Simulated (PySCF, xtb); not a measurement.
Si(H)(Cl)2(vinyl) (C2H4Cl2Si), SMILES C=C[SiH](Cl)Cl.

Geometry optimised at B3LYP-D3(BJ)/def2-SVP. One conformer was computed; it need not be the lowest.

These are C-PCM-ωB97X/def2-SVP (PySCF 2.14.0) values and carry that method's errors.

The values are the electrostatic part of the solvation free energy, E(continuum) − E(gas) at the gas-phase geometry, in a cavity of scaled van der Waals radii (PySCF's table); cavitation and dispersion terms are not included. In vacuum the orbital gap is 12.07 eV. The dipole moment in vacuum is 2.44 D.

| solvent | ε | ΔG(elec) (kcal/mol) | dipole (D) | gap (eV) |
|---|---|---|---|---|
| water | 78.36 | -2.6 | 3.12 | 12.10 |
| ethylethanoate | 5.99 | -2.1 | 2.99 | 12.10 |
| dichloromethane | 8.93 | -2.3 | 3.04 | 12.10 |

For comparison, GFN2-xTB/ALPB(water) (xtb, at the GFN2-xTB geometry, all terms of that model) gives -1.6 kcal/mol.
